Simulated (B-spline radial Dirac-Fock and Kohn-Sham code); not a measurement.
## X-ray form factors of iodine in several charge states

Model: configuration-average Dirac-Fock orbitals. Program: an atomic code on a B-spline grid.

Configurations: I²²⁺ [Ar] 3d10 4s2 4p1; I²³⁺ [Ar] 3d10 4s2; I²⁶⁺ [Ar] 3d9. The first column is f₀ of I²²⁺, the others are differences from it.

```
s (Å⁻¹)    I²²⁺  Δ I²³⁺  Δ I²⁶⁺
      0  31.000  -1.000  -4.000
    0.1  30.752  -0.961  -3.881
    0.2  30.032  -0.851  -3.543
    0.3  28.910  -0.691  -3.042
    0.4  27.485  -0.507  -2.452
    0.5  25.868  -0.327  -1.853
    0.7  22.442  -0.059  -0.867
    0.9  19.187  +0.048  -0.330
    1.1  16.311  +0.043  -0.161
    1.4  12.732  -0.018  -0.177
```

Values without a named source are computed, but for edge energies of neutral atoms, which are taken from tables.
